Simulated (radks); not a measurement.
Values are calculated unless marked as measured or tabulated.
Orbital eigenvalues (eV) of neutral neon, [Ne], of relativity; Dirac values are averaged over j with weights 2j + 1. Spin-unpolarised spherical Kohn-Sham, PBE, point nucleus unless stated (finite: rms radius 3.0055 fm), a radial shooting solver on a logarithmic mesh with Libxc functionals. A level marked "c x" has the speed of light scaled by that factor and shares open shells by 2j + 1; other Dirac levels either fill j = l - 1/2 first or share by 2j + 1.

| shell | non-rel. |
|---|---|
| 1s | -829.66 |
| 2s | -36.278 |
| 2p | -13.347 |

Give the values at the level "Dirac, c x 1.5".

Answer. 
shell  Dirac, c x 1.5  change of magnitude (%)
1s            -830.15                    +0.06
2s            -36.334                    +0.15
2p            -13.341                    -0.05
